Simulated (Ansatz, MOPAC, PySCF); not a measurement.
Noncovalent pair: N2 (SMILES N#N) (first 2 atoms) with CH2O (SMILES C=O); geometry from B3LYP-D3(BJ)/def2-TZVP.
(charge 0, multiplicity 1):
```tsv
atom	x (Å)	y (Å)	z (Å)
N	-0.3431	0.1055	-0.8559
N	0.2646	-0.0814	0.0303
C	0.5615	-0.2433	3.1990
O	-0.4842	0.0254	3.7204
H	0.8302	-1.2801	2.9190
H	1.3186	0.5298	2.9656
```

Counterpoise-corrected where a basis set is named; no monomer relaxation. Rows marked so take none.

Rows in 6-31G* carry no dispersion term and start afresh at each structure (6-31G* with six Cartesian d functions). The state that PM6 reach isn't checked.

Programs: Ansatz (a program for electronic structure) with Gaussian orbitals; MOPAC for PM6 (differences of heats of formation); PySCF for 6-31G* rows. 

### Question
One of these levels gives -1.04 kcal/mol for the interaction energy. Which one is it?
A. HF/aug-cc-pVTZ
B. PM6
C. HF/6-31G* (no counterpoise)

### Answer
B, PM6. The others give -0.20 (HF/6-31G* (no counterpoise)), 0.11 (HF/aug-cc-pVTZ)
